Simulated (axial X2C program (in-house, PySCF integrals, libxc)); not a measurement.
# Low determinants of CuGe at the PBE0 level, scalar-relativistic

All values were computed with an in-house all-electron X2C program for linear molecules (integrals from PySCF). Spin-free means the one-electron spin-free X2C Hamiltonian. Basis: Ge dyall-cv3z [9s9p7d4f1g], Cu dyall-cv3z [9s9p6d3f2g] (cores contracted in-house); Gaussian nuclei, density fitting, unrestricted open shells. Masses: Ge 73.921 u, Cu 62.930 u.

Search at 2.330 Å (vertical energies from the lowest determinant):

| ΔE (eV) | state | electrons beyond evenly filled partner blocks | electrons in σ, π, δ, φ |
| --- | --- | --- | --- |
| 0.00 | M_S = 1/2, Λ = 1 | π+α | 28 25 8 0 |
| 0.70 | M_S = 3/2, Λ = 0 | σα, π+α, π-α | 27 26 8 0 |
| 1.12 | M_S = 1/2, Λ = 0 | σβ, π+α, π-α | 27 26 8 0 |
| 1.65 | M_S = 1/2, Λ = 2 | σα, π+α, π+β | 27 26 8 0 |
| 1.65 | M_S = 1/2, Λ = 0 | σα, π+β, π-α | 27 26 8 0 |
| 1.84 | M_S = 1/2, Λ = 0 | σα | 29 24 8 0 |
| 2.10 | M_S = 3/2, Λ = 1 | 2 × σα, π+α | 28 25 8 0 |

Lowest determinant, M_S = 1/2, Λ = 1 (beyond evenly filled blocks: π+α): Re = 2.267 Å, ωe = 256.6 cm⁻¹.

The determinant in row 2 of the search, M_S = 3/2, Λ = 0 (beyond evenly filled blocks: σα, π+α, π-α), was followed along the bond at PBE0; measured from the minimum of the lowest determinant it gives:

Te = 0.696 eV (5610 cm⁻¹), Re = 2.261 Å, ωe = 235.1 cm⁻¹.

(1) Compare the bond of the determinant in row 2 with that of the lowest one.

The search compares states at one distance, so a state with another bond length can lie lower; it is not exhaustive and yields mostly the lowest determinant of each block pattern, so other components and higher states of one pattern are missing. These are energies of single determinants, not of spin-adapted states; PBE0 term energies can be off by some tenths of an eV, and the functional has no current term.

Results:

(1) At PBE0 its Re is 0.006 Å shorter and its force constant, which goes as ωe², is 0.84 times that of the lowest determinant. T0 ≈ Te + Δωe/2 = 5610 + (-11) = 5599 cm⁻¹.
